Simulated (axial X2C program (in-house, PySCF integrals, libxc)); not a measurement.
Which molecule has these constants?

Calculated with an in-house relativistic program for diatomic molecules, spin-free (one-electron X2C) or two-component (2c: spin–orbit coupling with atomic mean-field Coulomb and Gaunt terms, which also bring small scalar terms), in Dyall basis sets with cores contracted in-house; open shells are unrestricted.

A two-component PBE0 calculation in a Dyall 3-zeta basis gave Re = 2.831 Å, ωe = 216.6 cm⁻¹, De = 3.05 eV, Ω = 0.

**Question.** Which molecule is it?
A. SrI⁺
B. MgI⁺
C. CaI⁺

**Answer.** A. The others have CaI⁺ 2.685 Å and 298.3 cm⁻¹ (Ω = 0); MgI⁺ 2.464 Å and 373.2 cm⁻¹ (Ω = 0).

Each entry is the lowest single determinant of a limited PBE0 search at one distance. De goes to single-determinant-based atoms at the same level (for ions the charge split of lowest energy) and is withheld (n/a) where an atom does not fit its ground term or J level. Main or longest-lived isotopes. The functionals have no current term, which raises determinants with orbital currents.
